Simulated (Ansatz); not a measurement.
```xyz
2

O     0.0000    0.0000   -0.5941
O     0.0000    0.0000    0.5941
```

Basis set: 6-31G* (spherical functions). Correlated methods keep 2 orbitals frozen. Charge 0, multiplicity 3.

Computed with Ansatz (development build ahead of 0.2.0); each method stands on the lowest determinant of its kind that the runs found.

Problem. Give the atomization energy at this shape (free ground-state atoms in the same class of orbitals less the molecule, no zero-point energy) of triplet O2 by UHF-MP2, UHF.

Solution.

```
 method  atomization energy
UHF-MP2             4.99 eV
    UHF             1.31 eV
```
